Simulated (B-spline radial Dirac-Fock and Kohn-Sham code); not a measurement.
**Compton profile of Tb³¹⁺**

System: Tb³¹⁺ in the configuration [Ar] 3d10 4s2 4p4.

Input file task.json (cfg lists n, l and occupation; rrms is the nuclear radius in fm):

```json
{"items": [{
  "Z": 65,
  "q": 31,
  "cfg": [[1, 0, 2], [2, 0, 2], [2, 1, 6], [3, 0, 2], [3, 1, 6], [3, 2, 10], [4, 0, 2], [4, 1, 4]],
  "A": 159,
  "rrms": 5.06,
  "do": ["scatter"],
  "s": [0.0, 0.05, 0.1, 0.15, 0.2, 0.25, 0.3, 0.35, 0.4, 0.45, 0.5, 0.6, 0.7, 0.8, 0.9, 1.0, 1.1, 1.2, 1.4, 1.6, 1.8, 2.0, 2.5, 3.0, 3.5, 4.0, 5.0, 6.0],
  "pz": [0, 0.1, 0.2, 0.3, 0.4, 0.5, 0.6, 0.8, 1.0, 1.2, 1.4, 1.6, 1.8, 2.0, 2.5, 3.0, 4.0, 5.0, 7.0, 10.0, 15.0, 20.0, 30.0, 40.0, 60.0, 100.0],
  "hv_scatter": [1000, 2000, 5000, 10000, 17479.3, 20000, 50000, 500000]
}]}
```

Run with: `python xray_run.py task.json out`

Calculated with a radial B-spline solver, using the impulse approximation on Dirac-Fock densities. pz is in atomic units of momentum; subshell profiles are per electron, for a selection of subshells; open shells are spread over both j values by their weights.

```tsv
pz	J total	J 3d3/2	J 3d5/2	J 4p1/2	J 4p3/2
0	1.918	0.0377	0.0383	0.107	0.110
0.3	1.913	0.0377	0.0383	0.107	0.110
0.4	1.908	0.0377	0.0383	0.107	0.110
0.5	1.903	0.0377	0.0383	0.107	0.110
0.6	1.896	0.0377	0.0383	0.107	0.110
0.8	1.880	0.0377	0.0383	0.107	0.110
1	1.858	0.0377	0.0383	0.106	0.109
1.2	1.833	0.0377	0.0383	0.106	0.109
1.4	1.803	0.0377	0.0383	0.105	0.107
1.6	1.770	0.0377	0.0383	0.103	0.106
1.8	1.734	0.0377	0.0383	0.101	0.103
2	1.695	0.0377	0.0383	0.0986	0.101
2.5	1.588	0.0377	0.0383	0.0899	0.0907
3	1.475	0.0376	0.0382	0.0780	0.0776
4	1.262	0.0374	0.0380	0.0504	0.0481
5	1.092	0.0369	0.0374	0.0273	0.0251
7	0.8614	0.0342	0.0345	0.00995	0.0103
10	0.5884	0.0260	0.0260	0.00841	0.00845
15	0.2915	0.0116	0.0113	0.00184	0.00152
20	0.1595	0.00424	0.00401	0.000558	0.000628
30	0.05954	0.000543	0.000487	0.000423	0.000422
40	0.02708	8.54e-05	7.29e-05	0.000183	0.000156
60	0.008132	4.25e-06	3.25e-06	2.89e-05	1.95e-05
100	0.001403	< 1e-6	< 1e-6	1.74e-06	< 1e-6
```

J(0) = 1.918. The 4s1/2 subshell gives the largest part, 17 %.

Mean momentum ⟨p⟩ by subshell (a.u.): 1s1/2 64.0, 2s1/2 22.9, 2p1/2 30.3, 2p3/2 27.7, 3s1/2 11.7, 3p1/2 13.9, 3p3/2 13.2, 3d3/2 15.7, 3d5/2 15.5, 4s1/2 6.91, 4p1/2 7.76, 4p3/2 7.51.
